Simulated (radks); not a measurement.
Excited configurations of Sc I: one electron is placed in a higher orbital outside [Ar] 3d1 4s1. The ground configuration is [Ar] 3d1 4s2. Calculated with a radial shooting solver on a logarithmic mesh with Libxc functionals: scalar-relativistic Kohn-Sham, PBE, spin-unpolarised, spherical densities, point nucleus. Excitation = E - E(ground); binding = E(ion) - E, where the ion is the core of charge +1; n* = 1/sqrt(2 binding) in atomic units, and the quantum defect is n - n*.

| outer orbital | excitation (eV) | binding (eV) | eigenvalue (eV) | <r> (bohr) |
|---|---|---|---|---|
| 4d | 5.274 | 1.622 | -0.718 | 10.06 |
| 5s | 4.589 | 2.308 | -1.361 | 9.360 |
| 5d | 5.875 | 1.022 | -0.571 | 18.95 |
| 6s | 5.645 | 1.252 | -0.772 | 17.66 |
| 6d | 6.218 | 0.678 | -0.419 | 30.49 |
| 6f | 6.430 | 0.467 | -0.288 | 43.03 |
| 7p | 6.234 | 0.663 | -0.427 | 33.16 |
| 7d | 6.417 | 0.480 | -0.313 | 44.84 |
| 7f | 6.543 | 0.354 | -0.231 | 60.16 |

The Delta-SCF ionisation energy is 6.897 eV (NIST Atomic Spectra Database: 6.561 eV, measured). Self-interaction in the functional shifts the binding energies and quantum defects, so they are the method's values and not measured ones. Spin polarisation and multiplet splitting are left out, so open shells lie too high by an amount that depends on their filling.

Beside tabulated values, note that spin-unpolarised runs miss the spin-polarisation part of the exchange energy of open shells.
